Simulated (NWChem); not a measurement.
**Atomisation of Cl₂Si**

```
Si
Cl 1 2.1112
Cl 1 2.1112 2 101.95
```
Charge 0, spin multiplicity 1.

All runs are NWChem calculations. The geometry was optimised at PBE/def2-SVP, a minimum by its harmonic frequencies.

Basis set: def2-TZVP. The atomisation energy is electronic alone: no zero-point, thermal, spin-orbit or counterpoise terms. No value is extrapolated to the basis-set limit. Free atoms are single determinants with multiplicities Si 3, Cl 2.

B3LYP has NWChem's definition, with VWN1-RPA local correlation. The structure started from a generated list of species. The stability of the SCF solutions was not checked. Open-shell Hartree-Fock references start from PBE0 orbitals.

### Question
Order these methods by the atomisation energy they give, lowest first: HF, BHandHLYP, PBE0, B3LYP, PBE.

### Answer
HF (144.1 kcal/mol), BHandHLYP (192.2 kcal/mol), B3LYP (200.1 kcal/mol), PBE0 (205.3 kcal/mol), PBE (211.9 kcal/mol)
